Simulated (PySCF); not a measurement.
# Correlation energy of I(2+) (iodine, charge +2)

[Kr] 4d10 5s2 5p3, high-spin 4S determinant. All numbers are calculated (PySCF 2.14, a scalar-relativistic core potential, in def2-SVP with the def2 core potential (28 electrons)). Frozen: 4s2 4p6 4d10; 5 electrons correlated.

MP2 pair energies summed by pair of shells (mhartree):

```
 pair  energy  share (%)
5s-5p  -31.98       66.7
5p-5p  -11.42       23.8
5s-5s   -4.55        9.5
```

Total MP2 correlation energy: -47.95 mhartree.

Same-spin part -12.66 and opposite-spin part -35.29 mhartree; SCS-MP2 scales them by 1/3 and 6/5 to -46.56 mhartree.

```
  level  correlation energy (mhartree)
   CCSD                         -60.62
    (T)                          -0.48
CCSD(T)                         -61.10
```

Diagnostics: T1 = 0.0015, D1 = 0.0023, largest double amplitude 0.057.

Question: Is a single reference adequate?

Answer: Yes, within this model without spin-orbit coupling: T1 lies below 0.03 and no double amplitude reaches 0.07.
